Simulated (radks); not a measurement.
Task: All-electron atom: the iron ion Fe14+ in [He] 2s2 2p5 3s2 3p1 (not the ground configuration). Calculated with a radial shooting solver on a logarithmic mesh with Libxc functionals: scalar-relativistic Kohn-Sham, r2SCAN, spin-polarised, spherical densities, finite nucleus; open shells are filled with parallel spins first; meta-GGA in the generalised Kohn-Sham scheme; Fermi nuclear charge, rms radius 3.7377 fm. Some entries of the table are withheld. Estimate them.

orbital,occ.,eigenvalue (eV),<r^2> (bohr^2),r(max) (bohr)
1s up,1,-7549.878,0.004591,0.03827
1s down,1,-7542.941,0.004581,0.03825
2s up,1,-1302.048,0.07941,(1)
2s down,1,-1292.838,0.07967,(2)
2p up,3,-1188.057,0.06328,0.1763
2p down,2,-1176.043,0.06373,0.1770
3s up,1,(3),(4),0.6243
3s down,1,(5),(6),0.6262
3p up,1,-420.6183,0.5005,0.6105
3p down,0,-413.7460,0.5074,0.6131

Result: 
(1) 2s up r(max) (bohr): 0.2190
(2) 2s down r(max) (bohr): 0.2194
(3) 3s up eigenvalue (eV): -457.2915
(4) 3s up <r^2> (bohr^2): 0.5084
(5) 3s down eigenvalue (eV): -450.5799
(6) 3s down <r^2> (bohr^2): 0.5140
